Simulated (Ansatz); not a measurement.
Cost and result for the atomization energy of C2H6AlClO (11 atoms, 10 bonds).

Cartesian coordinates in Å:
```
C -0.1902 -1.8495 0.7810
C -0.3313 -0.5143 0.1779
Cl -1.4844 2.2203 -1.1762
O 0.6234 0.2259 -0.0081
Al 0.6320 2.0159 -0.7904
H -0.8272 -1.9020 1.6704
H 0.8440 -2.0741 1.0335
H -0.5886 -2.5930 0.0822
H -1.3317 -0.1659 -0.1186
H 1.5036 1.7646 -2.0900
H 1.1501 2.8723 0.4383
```

The species carries charge 0 and has multiplicity 1. The bonds changed during the relaxation, so this is another structure than the one it started from. The structure was optimised at the PBE0-D4/def2-TZVP level. It is one conformer, not always the lowest. Program: Ansatz. All runs use 4 threads of an Arm Neoverse V2 on a shared host. Times are those of one run each, without the atoms' runs, and a repeat can differ threefold. Electronic energies, without spin–orbit coupling; frozen cores. CCSD(T)/CBS adds CCSD(T) − MP2 in def2-TZVPP to the MP2 limit, and its time is that of the two runs behind it. T1 = 0.013. HSE06 is the plane-wave form, built on full-range PBE exchange.

CCSD(T)/CBS is a level of theory with its own doubt, some kJ/mol a heavy atom from the limit and from the frozen cores, so smaller differences don't rank the functionals.

| level | functions | wall time | atomization (kJ/mol) | difference from CCSD(T)/CBS | per bond |
| --- | --- | --- | --- | --- | --- |
| revPBE-D4/def2-TZVPP | 261 | 2.2 s | 3941.1 | -43.1 | -4.3 |
| BLYP-D4/def2-TZVPP | 261 | 2.3 s | 3959.8 | -24.4 | -2.4 |
| PBE-D4/def2-TZVPP (with forces) | 261 | 2.7 s | 4032.5 | 48.3 | 4.8 |
| PBE0-D4/def2-TZVPP | 261 | 3.4 s | 3969.3 | -14.9 | -1.5 |
| BHLYP-D4/def2-TZVPP | 261 | 3.5 s | 3868.9 | -115.3 | -11.5 |
| HSE06-D4/def2-TZVPP | 261 | 3.6 s | 3971.6 | -12.6 | -1.3 |
| CAM-B3LYP-D4/def2-TZVPP | 261 | 3.9 s | 3990.8 | 6.6 | 0.7 |
| CCSD(T)/def2-SVP | 108 | 5.5 s | 3801.3 | -182.9 | -18.3 |
| PBE-QIDH/def2-TZVPP | 261 | 6.5 s | 3948.9 | -35.3 | -3.5 |
| ωB97X-V/def2-TZVPP | 261 | 8.5 s | 3989.5 | 5.3 | 0.5 |
| MP2/def2-QZVPP | 491 | 23 s | 4004.2 | 20.0 | 2.0 |
| CCSD(T)/def2-TZVPP | 261 | 3 min | 3883.7 | -100.5 | -10.1 |
| CCSD(T)/CBS(def2) | – | 3.3 min | 3984.2 | 0.0 | 0.0 |

From PBE to PBE0 (25 % exact exchange), in def2-TZVPP and without D4, the atomization energy moves by −60.1 kJ/mol: exact exchange takes away binding that semilocal exchange gives to molecules. Leaving LDA and LC-ωPBE aside and taking each functional with its dispersion term where it has one, the values spread over 163.7 kJ/mol, from BHLYP-D4 to PBE-D4. LDA lies +499.0 kJ/mol from PBE without D4, its usual overbinding. In def2-TZVPP, CCSD(T) changes the Hartree–Fock value by +912.9 kJ/mol (the triples alone add +55.2 kJ/mol) and MP2 by +973.8 kJ/mol; breaking electron pairs costs correlation energy, which Hartree–Fock lacks.
